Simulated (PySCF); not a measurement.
First SCF of a structure search on triplet Ru(OH)₂, at a hand-made bent (heavy-atom frame) geometry. PySCF input:

```python
from pyscf import gto, scf, dft
mol = gto.M(atom='''
Ru     0.000000     0.000000     0.000000
O      1.540000     0.000000     1.078300
O     -1.540000     0.000000     1.078300
H      2.045500    -0.735400     1.432300
H     -2.045500     0.735400     1.432300''',
    basis={'Ru': 'def2-TZVP', 'O': 'def2-TZVP', 'H': 'def2-TZVP'},
    ecp={'Ru': 'def2-TZVP'},
    charge=0, spin=2)
mf = dft.UKS(mol, xc='PBE0')
mf.grids.atom_grid = (50, 194)
aux = {'Ru': 'def2-universal-JKFIT', 'O': 'def2-universal-JKFIT', 'H': 'def2-universal-JKFIT'}
mf = mf.density_fit(auxbasis=aux)
mf.conv_tol = 1e-08
mf.diis_space = 10
mf.max_cycle = 60
mf.init_guess = 'minao'
mf.verbose = 4
mf.kernel()
```

Excerpt of the output (cycles alone):

```
init E= -238.540001837966
cycle= 1 E= -245.965009895455  delta_E= -7.43  |g|= 0.986  |ddm|= 2.94
cycle= 2 E= -240.757773839948  delta_E= 5.21  |g|= 2.75  |ddm|= 4.09
cycle= 3 E= -245.987283613795  delta_E= -5.23  |g|= 0.996  |ddm|= 4.01
cycle= 4 E= -246.364735179885  delta_E= -0.377  |g|= 0.207  |ddm|= 0.47
cycle= 5 E= -246.389944742632  delta_E= -0.0252  |g|= 0.0508  |ddm|= 0.266
cycle= 6 E= -246.391297291292  delta_E= -0.00135  |g|= 0.0229  |ddm|= 0.0505
cycle= 7 E= -246.391839058989  delta_E= -0.000542  |g|= 0.0112  |ddm|= 0.0321
cycle= 8 E= -246.392272070703  delta_E= -0.000433  |g|= 0.00502  |ddm|= 0.0421
cycle= 9 E= -246.392507803583  delta_E= -0.000236  |g|= 0.00365  |ddm|= 0.0322
cycle= 10 E= -246.392748425043  delta_E= -0.000241  |g|= 0.00263  |ddm|= 0.0452
cycle= 11 E= -246.392881302035  delta_E= -0.000133  |g|= 0.0017  |ddm|= 0.0391
cycle= 12 E= -246.392948648717  delta_E= -6.73e-05  |g|= 0.000979  |ddm|= 0.0337
cycle= 13 E= -246.392965854974  delta_E= -1.72e-05  |g|= 0.00088  |ddm|= 0.014
cycle= 14 E= -246.392980876937  delta_E= -1.5e-05  |g|= 0.000736  |ddm|= 0.0113
cycle= 15 E= -246.393001149605  delta_E= -2.03e-05  |g|= 0.000604  |ddm|= 0.019
cycle= 16 E= -246.393019162432  delta_E= -1.8e-05  |g|= 0.000397  |ddm|= 0.0294
cycle= 17 E= -246.393021006532  delta_E= -1.84e-06  |g|= 0.000284  |ddm|= 0.00529
cycle= 18 E= -246.393021974657  delta_E= -9.68e-07  |g|= 0.000243  |ddm|= 0.00338
cycle= 19 E= -246.393023010247  delta_E= -1.04e-06  |g|= 0.000216  |ddm|= 0.00296
cycle= 20 E= -246.393025928264  delta_E= -2.92e-06  |g|= 0.000165  |ddm|= 0.0108
cycle= 21 E= -246.393027101436  delta_E= -1.17e-06  |g|= 5.84e-05  |ddm|= 0.0104
cycle= 22 E= -246.39302713482  delta_E= -3.34e-08  |g|= 1.4e-05  |ddm|= 0.00154
cycle= 23 E= -246.393027136711  delta_E= -1.89e-09  |g|= 4.81e-06  |ddm|= 0.000473
Extra cycle  E= -246.393027136799  delta_E= -8.78e-11  |g|= 3.28e-06  |ddm|= 1.79e-05
converged SCF energy = -246.393027136799  <S^2> = 2.00728  2S+1 = 3.0048494
```

No lower solution of this spin was found from smeared starts or by a stability analysis within the unrestricted form.

Open d and f shells are described by one determinant, and the ground state may have another occupation or spin.

The search for the lowest solution, 3 starts and the stability check together, took 14 s on 4 threads of a shared Arm Neoverse V2 host, with 114 basis functions; the process peaked at 0.6 GiB. Launch command: `OMP_NUM_THREADS=4 python axn.py task.json out`.
